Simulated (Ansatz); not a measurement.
Compare A (`CS[SiH](C)S`) with its isomer B (`CCSS[SiH3]`).

Calculated with Ansatz (gas phase, PBE0-D4/def2-TZVP geometries, no zero-point term in ΔE). CCSD(T)/CBS is the MP2 limit (def2-TZVPP, def2-QZVPP) plus CCSD(T) − MP2 in def2-TZVPP, frozen cores. DFT in def2-TZVPP. B3LYP here is the variant with VWN-RPA as its local correlation; programs differ in this. Each species was taken in one conformer, which may not be the lowest.

A:

```xyz
13

C     1.517    1.414   -0.172
S     1.614   -0.102    0.822
Si   -0.376   -0.822    0.633
C    -0.885   -1.175   -1.124
S    -1.817    0.599    1.347
H     2.429    1.978    0.022
H     0.657    2.013    0.127
H     1.463    1.185   -1.235
H    -0.376   -2.049    1.468
H    -0.207   -1.907   -1.568
H    -0.859   -0.268   -1.730
H    -1.901   -1.577   -1.154
H    -1.259    0.711    2.563
```

B:

Z-matrix (Å, degrees):
```
C
C 1 1.512
H 1 1.092 2 110.7
H 1 1.093 2 110.3 3 -119.4
H 1 1.091 2 111.1 3 120.3
S 2 1.811 1 114.3 3 -61.6
H 2 1.095 1 111.4 3 -177.8
H 2 1.092 1 111.9 3 62.0
S 6 2.061 2 102.5 1 65.7
Si 9 2.140 6 95.8 2 91.1
H 10 1.483 9 110.4 6 62.6
H 10 1.487 9 106.9 6 -177.5
H 10 1.485 9 110.0 6 -58.5
```

Which isomer does CCSD(T)/CBS put lower? Give the gap. (Estimate.)

Computed: A, by 134.0 kJ/mol.

Give E(B) − E(A) in kJ/mol with LDA (SPW92), ωB97M-V, PBE-D4, r2SCAN-D4, B3LYP-D4, CCSD(T)/def2-TZVPP, B3LYP. (Estimate.)

Ansatz gave: LDA (SPW92) 125.1, ωB97M-V 136.0, PBE-D4 127.2, r2SCAN-D4 136.7, B3LYP-D4 129.0, CCSD(T)/def2-TZVPP 135.2, B3LYP 128.0. None reverses the order clearly.

Does the order hold for the free energy at 298.15 K (harmonic terms from PBE0-D4)? (An estimate is asked.)

Ansatz gave: Yes: G(B) − G(A) = +133.5 kJ/mol, for one conformer each. Modes under 60 cm⁻¹, often nearly free rotors, make the harmonic entropy too high.

Largest T1 diagnostic: 0.011.

From BLYP to BHLYP (50 % exact exchange), in def2-TZVPP and without D4, E(B) − E(A) moves by +10.4 kJ/mol. At CCSD(T), def2-SVP lies −5.5 kJ/mol from the extrapolated value and def2-TZVPP +1.2 kJ/mol.
